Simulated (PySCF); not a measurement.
The vertical singlet excitations below were computed for one of the candidates. Computed with TDDFT wB97X-D/def2-SVPD, vertical, gas phase, core orbitals frozen in the response (PySCF). Geometries: PBE0-D3(BJ)/def2-SVP, one conformer each. Relativistic effects are left out although some hold elements past zinc.

```tsv
state	λ (nm)	f
S1	314.7	0.0045
S2	293.1	0.0054
S3	223.7	0.0015
S4	216.0	0.0035
S5	208.6	0.014
S6	206.6	0.010
S7	194.7	0.039
S8	193.2	0.0084
S9	186.9	0.058
S10	179.1	0.418
```

Orbital energies (eV): HOMO-3 -10.35, HOMO-2 -9.69, HOMO-1 -8.56, HOMO -8.21, LUMO 0.49, LUMO+1 1.74, LUMO+2 1.84.

Task: Which candidate is it?
A. `CCCOCCC`
B. `OC1=CC=CS1`
C. `O(C)C[Se][Se]C`

Result: C. Its S1, at 3.94 eV, is the lowest among the candidates; the nearest of the others has S1 at 5.05 eV. S1 is HOMO→LUMO (93%). Löwdin shares by element: HOMO selenium 75%, carbon 15% or more; LUMO selenium 87%. At the same level the other candidates give, for their lowest levels:
- `CCCOCCC`: 165 nm (f 0.016); 154 nm (f 0.009); 152 nm (f 0.006); 149 nm (f 0.050); 144 nm (f 0.005); T1 7.46 eV; HOMO -9.19, LUMO 2.43 eV
- `Oc1cccs1`: 245 nm (f 0.003); 229 nm (f 0.098); 209 nm (f 0.009); 203 nm (f 0.046); 197 nm (f 0.003); T1 3.58 eV; HOMO -8.08, LUMO 1.35 eV

Conformer computed: `[CH3:1][O:2][CH2:3][Se:4][Se:5][CH3:6]`: C1–O2–C3–Se4 -68°, O2–C3–Se4–Se5 -65°, C3–Se4–Se5–C6 -92°.
Triplets come from the Tamm–Dancoff approximation.
